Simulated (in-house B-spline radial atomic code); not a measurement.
Relativistic effects in Rb XXI (Rb20+), [Ne] 3s2 3p5: non-relativistic Hartree-Fock (point nucleus) against Dirac-Hartree-Fock (Fermi nucleus of rms radius 4.2036 fm), both averages of the configuration, computed with a radial B-spline atomic code at the basis-set limit.

```
orbital  ε NR (Eh)  ε Dirac (Eh)  <r> NR (bohr)  <r> Dirac (bohr)  change of <r> (%)
  1s1/2    -581.17        -591.9        0.04128           0.04028               -2.4
  2s1/2    -104.21       -106.76         0.1798            0.1753               -2.5
  2p1/2    -97.197       -99.399         0.1552            0.1507               -2.9
  2p3/2    -97.197       -97.117         0.1552            0.1546               -0.4
  3s1/2      -35.9             ?         0.4592                 ?                  ?
  3p1/2    -33.332       -33.868         0.4473            0.4392               -1.8
  3p3/2    -33.332             ?         0.4473                 ?                  ?
```

(1) What happens to 3s1/2?

(2) What happens to 3p3/2?

(3) What explains the pattern of contraction and expansion?

(4) By how much does the total energy change?

## Answers

(1) Its energy goes to -36.539 hartree and <r> to 0.451 bohr (-1.78 %).

(2) Its energy goes to -33.387 hartree and <r> to 0.4456 bohr (-0.37 %).

(3) The s and p1/2 orbitals contract directly, as their density near the nucleus moves at relativistic speed. Nothing expands appreciably in this ion.

(4) By -41.614 hartree, from -2706.318 to -2747.932.
